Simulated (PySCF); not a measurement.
**Structure from NMR data**

The spectra below were simulated for a compound C7H6NPS.

$^{1}$H NMR (400 MHz, computed): δ 8.52 (m, 1H), 7.82 (m, 1H), 6.97 (m, 1H), 2.34 (s, 3H).

$^{13}$C{$^{1}$H} NMR (computed): δ 162.1 (C), 156.5 (CH), 139.8 (C), 139.4 (CH), 127.3 (CH), 122.1 (C), 17.3 (CH3).

PySCF calculation with PBE0-D3(BJ)/def2-SVP geometry and PBE0/pcSseg-1 with gauge-including orbitals; one conformer, no solvent model, averaged over atoms made equivalent by symmetry, fast rotation or ring inversion, relativity neglected.

Referencing at the same level of theory: $^{1}$H (31.27 ppm), $^{13}$C (184.41 ppm) vs TMS.

Question: What is the structure?

Answer: 
7 carbon signals for 7 carbons: no two carbons are equivalent. Carbon types of the structure: 3 × C, 3 × CH, 1 × CH3, which accounts for all hydrogens. δC 162.1: aromatic carbon bearing sulfur. δC 156.5, 139.4, 127.3: aromatic CH. δC 139.8: substituted aromatic carbon. δC 122.1: nitrile carbon; typical of a nitrile. δC 17.3: methyl carbon bonded to S. δH 8.52, 7.82, 6.97: hydrogen on an aromatic CH; the ring current deshields protons in the ring plane. δH 2.34: hydrogen on a methyl carbon bonded to S.

These data were computed for SMILES CSc1cccpc1C#N.

This is the structure that produced the data.

Splittings by $^{31}$P in the carbon and heteronuclear signals aren't shown, as no couplings were computed. Shifts are as computed. Against solution values, carbons near 30 ppm lie about +2 ppm off and those near 130 ppm about +5 ppm; carbons on S a further +3 ppm. Of 1211 compounds with measured shifts, 218 miss one by over three times the rms of a fit or turn the order of signals round; such compounds aren't used in these exercises. Multiplicities follow the n + 1 count of equivalent neighbours, as no J values were calculated; m marks all less simple cases, F and P coupling included.
